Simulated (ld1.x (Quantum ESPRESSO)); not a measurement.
## Ranking TM potentials for ruthenium

All share these settings but for the change named:

- Element: Ru
- Generator: ld1.x (Quantum ESPRESSO) 7.5
- Type: norm-conserving Troullier–Martins (Kleinman–Bylander form)
- Functional: PW91
- Relativity: scalar-relativistic
- Frozen core: [Ar] 3d10
- Valence charge: 16
- Reference configuration: 4s2 4p6 4d8 5s0 5p0
- Partial waves: 4s (bound): rc 1.80 bohr; 4p (bound): rc 1.40 bohr; 4d (bound): rc 1.65 bohr
- Local potential: all-electron potential smoothed inside 1.55 bohr (lloc = -2)
- Core correction: none

Cutoff: the first of the cutoffs (Ry, on a coarse ladder) from which the occupation-weighted sum of valence levels, in a spherical-Bessel basis at the reference potential, stays within 10 and 1 mRy of its value at 400 Ry; the density cutoff is not measured.

The base gives 60 Ry.

Of 7 variants that were run, those that failed, showed a ghost or another fault, or gave nearly equal values are left out.

A variant can come out equal or close to the base.

**Question.** Rank these variants from softest to hardest (loose cutoff).
A. all radii scaled by about 0.83 (s 1.50, p 1.16, d 1.38 bohr); local potential all-electron potential smoothed inside 1.28 bohr (lloc = -2)
B. all radii scaled by about 0.96 (s 1.72, p 1.34, d 1.58 bohr); local potential all-electron potential smoothed inside 1.48 bohr (lloc = -2)
C. all radii scaled by about 1.09 (s 1.96, p 1.52, d 1.80 bohr); local potential all-electron potential smoothed inside 1.68 bohr (lloc = -2)
D. all radii scaled by about 1.36 (s 2.44, p 1.90, d 2.24 bohr); local potential all-electron potential smoothed inside 2.10 bohr (lloc = -2)

**Answer.** D (40 Ry), C (55 Ry), B (70 Ry), A (110 Ry).
